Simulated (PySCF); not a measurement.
# Exercise with solution: oscillator strength and radiative lifetime

Be(Br)(SMe) (CH3BeBrS), SMILES C[S][Be][Br].

Coordinates come from a PBE0-D3(BJ)/def2-SVP optimisation. The values are those of a single conformer.

PySCF with TDDFT-PBE0/def2-SVPD puts the first singlet state with f over 0.02 at 5.90 eV (vertical), with the transition dipole (-0.023, 0.696, 0.000) in atomic units.

Question: Find the oscillator strength, the wavelength and the radiative lifetime that this transition would have in vacuum if emission retraced absorption.

Answer: 
|μ|² = 0.4849 au, so |μ| = 1.77 D. ΔE = 5.90/27.211 = 0.2168 hartree. f = (2/3) ΔE |μ|² = 0.070 (the program prints 0.070).
λ = 1239.84/5.90 = 210 nm; ν = 47587 cm⁻¹.
Einstein's coefficient A = 0.6670 ν² f s⁻¹ (ν in cm⁻¹) = 1.1e8 s⁻¹, so τ = 1/A = 9.4 ns. This state is S3; the lower singlets have f = 0.000, 0.019. The figure is the radiative limit of this one transition; relaxation, internal conversion, crossing to triplets and a medium change what is measured.
